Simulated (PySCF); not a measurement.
A run for PySCF: R-MP2/6-31G* on HBr (SMILES Br) with ghost functions, monomers drawn apart or pushed together.

```python
from pyscf import gto, scf, dft, mp
from pyscf.data.elements import chemcore

mol = gto.M(
    atom='''
    Br    0.88722142   -0.42068282    3.94102864
    H     0.19486929   -0.38687923    2.65760185
    ghost-C    0.56061858   -0.27753152   -0.17024474
    ghost-O   -0.53156918   -0.25314928    0.75536856
    ghost-H    0.20021335   -0.23209696   -1.20030305
    ghost-H    1.07562891   -1.22291512   -0.01576277
    ghost-H    1.26091662    0.54109299    0.01286204
    ghost-H   -1.01019897    0.57794457    0.66183339
    ''',
    basis='6-31g*',
    cart=True,
    charge=0, spin=0, verbose=3, max_memory=1800)
mf = scf.RHF(mol)
mf.conv_tol = 1e-8
mf.max_cycle = 100
mf.kernel()
if not mf.converged:
    mf = mf.newton().run(mf.mo_coeff, mf.mo_occ)
pt = mp.MP2(mf, frozen=chemcore(mol)).run()
```

The log:

```
converged SCF energy = -2572.68363902393
E(RMP2) = -2572.94899265696  E_corr = -0.26535363303418
E(SCS-RMP2) = -2572.92953582624  E_corr = -0.245896802315039
```

Self-consistency was reached.

Cost: around 0.6 core-seconds (rough).
